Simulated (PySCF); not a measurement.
Ne³⁺ (neon, charge +3) across methods

[He] 2s2 2p3, high-spin 4S determinant. Computed with PySCF 2.14 in def2-TZVPPD, with the non-relativistic Hamiltonian (point nucleus). The B2PLYP total includes its PT2 part (frozen core); its orbital energies are those of the SCF part.

```json
{"method": "r2SCANh", "E (hartree)": "-124.2898", "mean ε 2s α (eV)": "-110.82", "mean ε 2s β (eV)": "-99.112", "mean ε 2p α (eV)": "-86.678", "Σ⟨r²⟩ (bohr²)": "3.638", "⟨S²⟩": "3.752"}
{"method": "UHF", "E (hartree)": "-124.10155", "mean ε 2s α (eV)": "-126.68", "mean ε 2s β (eV)": "-106.82", "mean ε 2p α (eV)": "-98.469", "Σ⟨r²⟩ (bohr²)": "3.633", "⟨S²⟩": "3.753"}
{"method": "B2PLYP", "E (hartree)": "-124.2840", "mean ε 2s α (eV)": "-116.99", "mean ε 2s β (eV)": "-103.24", "mean ε 2p α (eV)": "-91.635", "Σ⟨r²⟩ (bohr²)": "3.644", "⟨S²⟩": "3.752"}
{"method": "M06-L", "E (hartree)": "-124.3266", "mean ε 2s α (eV)": "-109.60", "mean ε 2s β (eV)": "-98.510", "mean ε 2p α (eV)": "-85.301", "Σ⟨r²⟩ (bohr²)": "3.621", "⟨S²⟩": "3.753"}
{"method": "r2SCAN", "E (hartree)": "-124.2883", "mean ε 2s α (eV)": "-109.03", "mean ε 2s β (eV)": "-98.080", "mean ε 2p α (eV)": "-85.298", "Σ⟨r²⟩ (bohr²)": "3.640", "⟨S²⟩": "3.752"}
{"method": "wB97M-V", "E (hartree)": "-124.3158", "mean ε 2s α (eV)": "-113.57", "mean ε 2s β (eV)": "-103.72", "mean ε 2p α (eV)": "-89.772", "Σ⟨r²⟩ (bohr²)": "3.653", "⟨S²⟩": "3.752"}
{"method": "LDA", "E (hartree)": "-123.5492", "mean ε 2s α (eV)": "-105.53", "mean ε 2s β (eV)": "-97.535", "mean ε 2p α (eV)": "-83.742", "Σ⟨r²⟩ (bohr²)": "3.673", "⟨S²⟩": "3.751"}
{"method": "PBE", "E (hartree)": "-124.2037", "mean ε 2s α (eV)": "-106.14", "mean ε 2s β (eV)": "-97.759", "mean ε 2p α (eV)": "-83.745", "Σ⟨r²⟩ (bohr²)": "3.661", "⟨S²⟩": "3.751"}
{"method": "PBE0", "E (hartree)": "-124.2274", "mean ε 2s α (eV)": "-111.47", "mean ε 2s β (eV)": "-100.52", "mean ε 2p α (eV)": "-87.618", "Σ⟨r²⟩ (bohr²)": "3.650", "⟨S²⟩": "3.751"}
```
